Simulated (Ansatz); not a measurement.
Molecule: BF, net charge 1, doublet state. 
Structure (B3LYP-D3(BJ)/def2-TZVP (Ansatz, a quantum-chemistry and plane-wave program) minimum search):
```
B
F 1 1.2149
```
Charge +1, spin multiplicity 2.

Basis-set convergence of Hartree-Fock and CCSD correlation energies (hartree) with Ansatz. Correlated levels leave the core frozen unless marked. Open shells are spin-unrestricted. Spin-orbit coupling is left out. No relativistic terms.

| basis | functions | E(HF) | E(corr, CCSD) |
|---|---|---|---|
| aug-cc-pVDZ | 46 | -123.75077 | -0.23917 |
| aug-cc-pVTZ | 92 | -123.79662 | -0.29599 |
| aug-cc-pVQZ | 160 | -123.80634 | -0.31702 |

Extrapolating the two largest sets (X = 3 and 4) as X^-3: E(corr) = (64·(-0.31702) - 27·(-0.29599))/37 = -0.3324 Eh, an estimate of the basis-set limit. The largest set recovers 95.4 % of it, the smallest 72.0 %.
